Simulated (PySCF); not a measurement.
AgH₆N₂, charge +1, multiplicity 1. Atoms are numbered in the order given.

```xyz
9

Ag     0.0000     0.0000     0.0000
N      0.0000     0.0000     2.1339
H     -0.9432     0.1401     2.5270
H      0.5929     0.7468     2.5270
H      0.3503    -0.8869     2.5270
N      0.0000     0.0000    -2.1339
H     -0.9432    -0.1401    -2.5270
H      0.5929    -0.7468    -2.5270
H      0.3503     0.8869    -2.5270
```
Charge +1, spin multiplicity 1.

Coordinates come from a PBE-D3(BJ)/def2-SVP optimisation. The multiplicity is an assumed one; other spin states were not compared. The isomer is the one that the SMILES or the coordinates give; other isomers of the formula were not compared. The def2 effective core potentials stand for the cores of Ag; spin–orbit coupling is left out.

These are PySCF with HF/def2-TZVPD values and carry that method's errors.

Gas-phase values at a fixed geometry.

Computed frontier levels, gap, dipole moment and polarisability:
The highest occupied level comes out as -15.78 eV. The lowest empty level is -2.58 eV, the orbital gap is 13.20 eV and the dipole moment about the centre of nuclear charge comes out as 0.00 D. The mean static polarisability is 34.7 bohr³ (5.15 Å³). The polarisability, principal values is 31.8, 31.8, 40.6 bohr³.
